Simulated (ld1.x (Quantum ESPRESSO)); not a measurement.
# u(r) = r·R(r): atom against pseudo-atom (boron)

Columns: radius, all-electron u(r) and pseudo u(r) of the 2s shell (level -9.36 eV) of boron in the configuration [He] 2s2 2p1; PBEsol, scalar-relativistic, ultrasoft scheme, ld1.x (Quantum ESPRESSO) 7.5.

```
r (bohr)  all-electron   pseudo
   0.208        0.2957  -0.1786
   0.415        0.0674  -0.3434
   0.622       -0.2212  -0.4846
   0.830       -0.4540  -0.5957
   1.038       -0.6111  -0.6735
   1.245       -0.6985  -0.7189
   1.453       -0.7322  -0.7357
   1.660       -0.7273  -0.7273
   1.868       -0.6969  -0.6969
   2.075       -0.6511  -0.6511
   2.282       -0.5970  -0.5970
   2.490       -0.5393  -0.5393
   2.698       -0.4818  -0.4818
   2.905       -0.4268  -0.4268
   3.113       -0.3751  -0.3751
   3.320       -0.3279  -0.3279
   3.528       -0.2851  -0.2851
   3.735       -0.2471  -0.2471
   3.943       -0.2134  -0.2134
   4.150       -0.1839  -0.1839
   4.358       -0.1580  -0.1580
   4.565       -0.1357  -0.1357
   4.773       -0.1162  -0.1162
   4.980       -0.0994  -0.0994
   5.188       -0.0849  -0.0849
   5.395       -0.0725  -0.0725
```

(1) How many radial nodes do the two functions have?

(2) At about which radius was the pseudo-wave matched?

(3) Where does each function peak?

(4) Is the pseudo-wave norm-conserving?

Answers

(1) The all-electron 2s function has n − l − 1 = 1; the pseudo-wave has 0, since the states of the same l below it are removed with the core.

(2) 1.70 bohr, where the columns begin to agree (steps of 0.21 bohr).

(3) Outermost all-electron maximum near 1.45 bohr, pseudo maximum near 1.45 bohr (to the table’s step).

(4) No, it belongs to an ultrasoft set: the norm inside the radius is not constrained, and the difference is carried by the augmentation charge.
